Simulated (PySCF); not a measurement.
## C₆ coefficients of unlike pairs at MN15

Calculated with PySCF 2.14 from the dipole response of each species, C₆(A,B) = (3/π) ∫ α_A(iu) α_B(iu) du, in atomic units, from isotropic polarisabilities. For ions this is the dispersion term alone; charge-induced terms of lower order in 1/R come first.

```json
{"species": "I³⁺", "configuration": "[Kr] 4d10 5s2 5p2 (3P)", "basis": "def2-TZVPPD with the def2 core potential (28 electrons) (7s6p4d2f)", "relativity": "core potential", "α (bohr³)": "9.781", "C₆ (like pair)": "53.78"}
{"species": "B²⁺", "configuration": "[He] 2s1 (2S)", "basis": "aug-cc-pV5Z (7s6p5d4f3g2h)", "relativity": "none", "α (bohr³)": "6.416", "C₆ (like pair)": "7.317"}
{"species": "Be", "configuration": "[He] 2s2 (1S)", "basis": "aug-cc-pCVDZ (5s4p2d)", "relativity": "none", "α (bohr³)": "41.94", "C₆ (like pair)": "237.6"}
```

Estimate C₆ for Be with B²⁺.

The integral gives 41.15. The combination rule 2 C_A C_B / (C_A α_B/α_A + C_B α_A/α_B) gives 41.31 and the geometric mean 41.70.

No spin-orbit coupling is included.

The other pairs:

```json
{"pair": "B²⁺, I³⁺", "C₆": "17.36"}
{"pair": "Be, I³⁺", "C₆": "89.24"}
```
